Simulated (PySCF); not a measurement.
Species: C8H12F2O.
Cartesian coordinates in Å at the GFN2-xTB level; atoms count from 1:
```
atom  x, y, z in Å
C1     2.821    0.604    0.635
C2     2.059   -0.308   -0.318
C3     0.727    0.294   -0.766
C4    -0.279    0.485    0.385
C5    -1.681    0.330   -0.233
C6    -2.672   -0.281    0.746
F7    -3.916   -0.316    0.208
F8    -2.774    0.470    1.871
C9    -1.450   -0.580   -1.427
O10   -0.664   -1.700   -1.139
C11   -0.021   -0.606   -1.733
H12    3.003    1.572    0.174
H13    2.261    0.760    1.553
H14    3.780    0.162    0.891
H15    1.865   -1.269    0.160
H16    2.670   -0.495   -1.205
H17    0.910    1.250   -1.269
H18   -0.164    1.447    0.878
H19   -0.129   -0.303    1.124
H20   -2.080    1.289   -0.577
H21   -2.400   -1.305    1.042
H22   -2.231   -0.709   -2.165
H23    0.362   -0.764   -2.734
```

Computed with PBE0/pcSseg-1 in PySCF (dipole) on a GFN2-xTB geometry, gas phase.

Take the most abundant isotopes and a rigid rotor. The values belong to one conformer with, in the numbering `[CH3:1][CH2:2][C@@H:3]1[CH2:4][C@H:5]([CH:6]([F:7])[F:8])[C@@H:9]2[O:10][C@H:11]12`, C1–C2–C3–C4 -64°, C4–C5–C6–F7 176°, C2–C3–C4–C5 -150°, C3–C4–C5–C6 148°, C4–C5–C9–O10 47°, C5–C9–O10–C11 -98°.

Question: What are A, B and C (cm⁻¹)?

Answer: Ia = 255.62, Ib = 742.20, Ic = 919.85 u·Å²; 505379 MHz·u·Å²/I gives 1977, 680.9 and 549.4 MHz, that is A = 0.06595, B = 0.02271, C = 0.01833 cm⁻¹.

Question: Classify the top.

Answer: An asymmetric top; Ray's κ = -0.816.

Question: Is it planar, by Δ = Ic − Ia − Ib?

Answer: Not planar: Δ = Ic − Ia − Ib = -77.97 u·Å². For a rigid frame Δ = −2 Σ m c², so Σ m c² = 38.99 u·Å² lies off the ab plane: 12.79 from hydrogen and 26.20 from heavier atoms. The atom farthest from that plane is 1.62 Å away.

Question: Give the other two planar moments, Paa and Pbb, and the rms extents of the mass along the axes.

Answer: Paa = Σ m a² = (Ib + Ic − Ia)/2 = 703.21 and Pbb = Σ m b² = (Ia + Ic − Ib)/2 = 216.64 u·Å². With the mass M = 162.09 u, the rms extents √(P/M) along a, b and c are 2.08, 1.16, 0.49 Å.

Question: List the rotational levels J(Ka,Kc) to J = 5 (MHz).

Answer: Above 0(0,0):
J = 1: 1(0,1) 1230, 1(1,1) 2526, 1(1,0) 2658
J = 2: 2(0,2) 3681, 2(1,2) 4856, 2(1,1) 5250, 2(2,1) 9139, 2(2,0) 9148
J = 3: 3(0,3) 7335, 3(1,3) 8344, 3(1,2) 9132, 3(2,2) 12830, 3(2,1) 12877, 3(3,1) 19645, 3(3,0) 19645
J = 4: 4(0,4) 12164, 4(1,4) 12984, 4(1,3) 14296, 4(2,3) 17743, 4(2,2) 17883, 4(3,2) 24584, 4(3,1) 24587, 4(4,1) 34101, 4(4,0) 34101
J = 5: 5(0,5) 18139, 5(1,5) 18770, 5(1,4) 20730, 5(2,4) 23874, 5(2,3) 24190, 5(3,3) 30764, 5(3,2) 30776, 5(4,2) 40274, 5(4,1) 40274, 5(5,1) 52511, 5(5,0) 52511
Those of J = 1 are B + C, A + C and A + B.

Question: Which types of transition are allowed, and where do some lines up to J = 2 fall?

Answer: The dipole components are |μa| = 2.46 D, |μb| = 0.40 D, |μc| = 1.36 D. The squared components, which scale the intensities, stand as 1.00 : 0.03 : 0.31 (a : b : c). Some lines, for components of 0.1 D or more:

```tsv
type	branch	J(Ka,Kc)	MHz	lower level (cm⁻¹)
a	Q	2(1,1) ← 2(1,2)	395	0.162
b	R	2(0,2) ← 1(1,1)	1155	0.084
c	Q	2(1,2) ← 2(0,2)	1174	0.123
a	R	1(0,1) ← 0(0,0)	1230	0.000
c	Q	1(1,1) ← 1(0,1)	1296	0.041
b	Q	1(1,0) ← 1(0,1)	1428	0.041
b	Q	2(1,1) ← 2(0,2)	1569	0.123
a	R	2(1,2) ← 1(1,1)	2329	0.084
a	R	2(0,2) ← 1(0,1)	2451	0.041
b	R	1(1,1) ← 0(0,0)	2526	0.000
a	R	2(1,1) ← 1(1,0)	2592	0.089
c	R	1(1,0) ← 0(0,0)	2658	0.000
b	R	2(1,2) ← 1(0,1)	3625	0.041
c	Q	2(2,1) ← 2(1,1)	3888	0.175
b	Q	2(2,0) ← 2(1,1)	3898	0.175
c	R	2(1,1) ← 1(0,1)	4020	0.041
b	Q	2(2,1) ← 2(1,2)	4283	0.162
b	R	2(2,1) ← 1(1,0)	6481	0.089
c	R	2(2,0) ← 1(1,0)	6490	0.089
c	R	2(2,1) ← 1(1,1)	6612	0.084
b	R	2(2,0) ← 1(1,1)	6622	0.084
```

Question: Estimate the classical rotational partition function at 25 K, 100 K and 500 K.

Answer: Point group C1, symmetry number σ = 1; q = (√π/σ)·√((kT/h)³/(ABC)), k/h = 20836.6 MHz/K: 24500 at 25 K, 196000 at 100 K, 2190000 at 500 K.

No GFN2-xTB frequencies stand behind this structure, so it isn't proved a minimum. Constants of a rigid frame at the computed geometry: no zero-point averaging, no centrifugal distortion. A rigid rotor knows nothing of internal rotation, which can split or shift real lines.
